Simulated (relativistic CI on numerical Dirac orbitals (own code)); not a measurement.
## Co2+: M2,3 absorption edge

Computed with this model: Dirac-Coulomb-Breit CI, orbitals from a KLI potential per configuration, model QED (radiative potential, 1s self-energy scaled to tabulated hydrogen-like ionisation energies), valence Slater integrals scaled by 0.9, multiplet model of core-to-valence dipole absorption; configurations [Ar] 3d7 → [Ne] 3s2 3p5 3d8; 300 K; Lorentzian 0.8 eV and Gaussian 0.3 eV FWHM. Energies are those of the free ion, without screening or charge transfer. The branching ratio is the share of the lower-energy edge in the whole absorption, uncertain by about 0.02 where the edges overlap. S is read from ⟨S²⟩ = S(S + 1).

Field parameters in Wybourne normalisation: Oh B⁴₀ = 21Dq, B⁴₄ = √(5/14) B⁴₀. The field is a parameter set, without covalency.

Peaks in eV (height, largest 100): 58.6 (9), 60.2 (17), 64.9 (100), 69.3 (29).

Question: Which surroundings give this spectrum?
A. Oh, 10Dq = 11400 cm⁻¹
B. Oh, 10Dq = 19600 cm⁻¹
C. Oh, 10Dq = 15500 cm⁻¹
D. Oh, 10Dq = 7350 cm⁻¹

Answer: C. Oh, 10Dq = 15500 cm⁻¹, where the ground state has S = 1.50.
